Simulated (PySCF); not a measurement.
C2H4ClNOSi, SMILES [Si@H](Cl)(OC#N)C. Heavy atoms are numbered as in [CH3:1][Si@@H:2]([Cl:3])[O:4][C:5]#[N:6]. Hydrogens are named by the atom that carries them.

Geometry: PBE0-D3(BJ)/def2-SVP. The structure was generated by enumeration; whether it is a known compound was not checked. The values are those of a single conformer.

Computed with CAM-B3LYP/def2-TZVP (PySCF).

Atomic charges (e), one atom of each kind:

```
atom         IAO  Mulliken  Löwdin
---------  -----  --------  ------
C1 (CH3)     ___     -0.47   -0.44
Si2 (SiH)    ___      0.55   -0.05
Cl3        -0.30     -0.20    0.26
O4         -0.53     -0.29    0.22
C5          0.33      0.03   -0.40
N6           ___     -0.08    0.00
H on C1      ___      0.15    0.14
H on Si2   -0.13     -0.02   -0.02
```

Task: What belongs in the gaps? (An estimate is asked for; the answer gives what the named calculation found.)

Result: 
- C1 (CH3), IAO: -0.76
- Si2 (SiH), IAO: 1.21
- N6, IAO: -0.34
- H on C1, IAO: 0.17

Computed Mayer and Wiberg (Löwdin basis) orders of the bonds:
```tsv
bond	Mayer	Wiberg
C1–Si2	1.03	1.26
Si2–Cl3	1.23	1.84
Si2–O4	0.93	1.26
O4–C5	1.20	1.88
C5–N6	3.00	3.34
```
